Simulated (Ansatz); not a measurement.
Reaction: C3H4O (SMILES O=C1CC1) → C3H4O (2H-oxete, SMILES C1=COC1)
Each species at its own B3LYP-D3(BJ)/def2-TZVP minimum (Ansatz, a first-principles code).

Property: isomerisation energy (electronic), in kcal/mol. Radicals and triplets start from unrestricted determinants; spin-orbit coupling is neglected. CBS(X,Y): correlation extrapolated as X^-3, Hartree-Fock from the larger set. A bracket is a step between two methods taken in the basis named. Functionals run without relativity, which enters their misses. Double hybrids freeze cores in their MP2 part. '+ core + X2C': CCSD(T) terms for core correlation (cc-pwCVTZ) and scalar relativity (cc-pVTZ-DK).

CCSD(T)/CBS(cc-pVTZ,cc-pVQZ) + [CCSDT(Q) - CCSD(T)]/cc-pVDZ + core + X2C (Ansatz) gives 7.2 kcal/mol.

Q: What does PBE/def2-TZVPD (Ansatz) give here, and how do the other levels compare?

A: PBE gives 9.7 kcal/mol, 2.5 kcal/mol above it. Differences of the others: r2SCAN/def2-TZVPD (Ansatz) 3.0; PBE0/def2-TZVPD (Ansatz) 2.6; wB97M-V/def2-TZVPD (Ansatz) 1.6; B2PLYP/def2-TZVPD (Ansatz) 1.9; CCSD(T)/CBS(cc-pVTZ,cc-pVQZ) + core + X2C (Ansatz) 0.0 kcal/mol. Nearer than PBE: wB97M-V/def2-TZVPD, B2PLYP/def2-TZVPD, CCSD(T)/CBS(cc-pVTZ,cc-pVQZ) + core + X2C.
